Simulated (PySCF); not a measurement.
Rigid-rotor lines calculated for a species of formula C2H8N2Sn (commonest isotopes; PBE0-D3(BJ)/def2-SVP geometry optimisation, gas phase, def2 core potentials past Kr in PySCF 2.14.0), labelled J(Ka,Kc):

| transition | MHz |
| --- | --- |
| 1(0,1) ← 0(0,0) | 1819.9 |
| 2(1,1) ← 1(1,0) | 3681.2 |
| 2(1,2) ← 1(1,1) | 3598.2 |
| 1(1,1) ← 0(0,0) | 14500.0 |
| 2(0,2) ← 1(0,1) | 3639.6 |

Q: Find the rotational constants.

A: 1(0,1) ← 0(0,0) is B + C, 2(1,1) ← 1(1,0) is 3B + C and 2(1,2) ← 1(1,1) is B + 3C, so B − C is half the difference of the last two, 41.5 MHz. 1(1,1) ← 0(0,0) is A + C. A = 13610.8, B = 930.7, C = 889.2 MHz.

Q: What moments of inertia, asymmetry and inertial defect follow?

A: I = 505379 MHz·u·Å² over each constant: Ia = 37.13, Ib = 543.02, Ic = 568.38 u·Å²; κ = (2B − A − C)/(A − C) = -0.993 (near-prolate asymmetric top); Δ = Ic − Ia − Ib = -11.77 u·Å².

Q: Which dipole components do these lines need?

A: μa and μb (a-type: ΔKa even, ΔKc odd; b-type: both odd). The calculation gives |μa| = 0.15 D, |μb| = 1.76 D, |μc| = 0.24 D.

Q: Where do these fall, and of which type are they? 3(3,0) ← 3(2,1); 2(1,2) ← 2(0,2); 3(1,2) ← 2(0,2); 3(1,3) ← 3(0,3); 3(2,1) ← 2(1,1); 3(1,3) ← 2(0,2).

A: 
```
     transition    MHz  type  branch
3(1,3) ← 3(0,3)  12577     c       Q
2(1,2) ← 2(0,2)  12639     c       Q
3(1,3) ← 2(0,2)  18036     b       R
3(1,2) ← 2(0,2)  18285     c       R
3(2,1) ← 2(1,1)  43500     c       R
3(3,0) ← 3(2,1)  63504     b       Q
```

Q: Which structure gave them?

A: `C/C=N\[NH][SnH3]`. Three constants can't fix a structure by themselves; this is the one that was computed:
```xyz
13
C2H8N2Sn angstrom
C     -2.214    0.012   -0.276
C     -1.173   -1.038   -0.510
N      0.090   -0.864   -0.381
N      0.575    0.329   -0.013
Sn     2.583    0.390    0.379
H     -2.062    0.889   -0.932
H     -3.222   -0.377   -0.468
H     -2.194    0.384    0.766
H     -1.479   -2.042   -0.822
H     -0.085    1.063    0.249
H      2.891    2.030    0.769
H      3.394   -0.104   -1.040
H      2.936   -0.648    1.694
```

The values belong to one conformer with, in the numbering `[CH3:1]/[CH:2]=[N:3]\[NH:4][SnH3:5]`, C2–N3–N4–Sn5 173°. No PBE0-D3(BJ)/def2-SVP frequencies stand behind this structure, so it isn't proved a minimum. No vibrational averaging or centrifugal distortion is included, and the geometry carries the error of its method. A rigid rotor knows nothing of internal rotation, which can split or shift real lines. Quadrupole hyperfine structure (14N) is left out.
